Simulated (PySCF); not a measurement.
# Radial density of Li (lithium, neutral)

UHF, [He] 2s1, 2S determinant. Computed with PySCF 2.14 in cc-pVTZ-DK (4s3p2d1f, 30 functions), with the spin-free X2C one-electron Hamiltonian (Gaussian nucleus).

```json
{"r (bohr)": "0.00985", "4πr²ρ (e/bohr)": "0.01604", "4πr²(ρα − ρβ)": "0.0003"}
{"r (bohr)": "0.0166", "4πr²ρ (e/bohr)": "0.04335", "4πr²(ρα − ρβ)": "0.0007"}
{"r (bohr)": "0.0279", "4πr²ρ (e/bohr)": "0.1145", "4πr²(ρα − ρβ)": "0.0020"}
{"r (bohr)": "0.0469", "4πr²ρ (e/bohr)": "0.2887", "4πr²(ρα − ρβ)": "0.0049"}
{"r (bohr)": "0.0788", "4πr²ρ (e/bohr)": "0.6760", "4πr²(ρα − ρβ)": "0.0112"}
{"r (bohr)": "0.133", "4πr²ρ (e/bohr)": "1.395", "4πr²(ρα − ρβ)": "0.0224"}
{"r (bohr)": "0.223", "4πr²ρ (e/bohr)": "2.346", "4πr²(ρα − ρβ)": "0.0346"}
{"r (bohr)": "0.375", "4πr²ρ (e/bohr)": "2.836", "4πr²(ρα − ρβ)": "0.0329"}
{"r (bohr)": "0.631", "4πr²ρ (e/bohr)": "2.023", "4πr²(ρα − ρβ)": "0.0067"}
{"r (bohr)": "1.06", "4πr²ρ (e/bohr)": "0.6351", "4πr²(ρα − ρβ)": "0.0072"}
{"r (bohr)": "1.78", "4πr²ρ (e/bohr)": "0.1822", "4πr²(ρα − ρβ)": "0.1329"}
{"r (bohr)": "3.00", "4πr²ρ (e/bohr)": "0.2736", "4πr²(ρα − ρβ)": "0.2733"}
{"r (bohr)": "5.05", "4πr²ρ (e/bohr)": "0.1444", "4πr²(ρα − ρβ)": "0.1444"}
{"r (bohr)": "8.49", "4πr²ρ (e/bohr)": "0.01200", "4πr²(ρα − ρβ)": "0.0120"}
{"r (bohr)": "14.3", "4πr²ρ (e/bohr)": "1.666e-05", "4πr²(ρα − ρβ)": "0.0000"}
```

Densities and radii are taken from the X2C orbitals without a picture-change correction, which distorts them close to the nucleus.
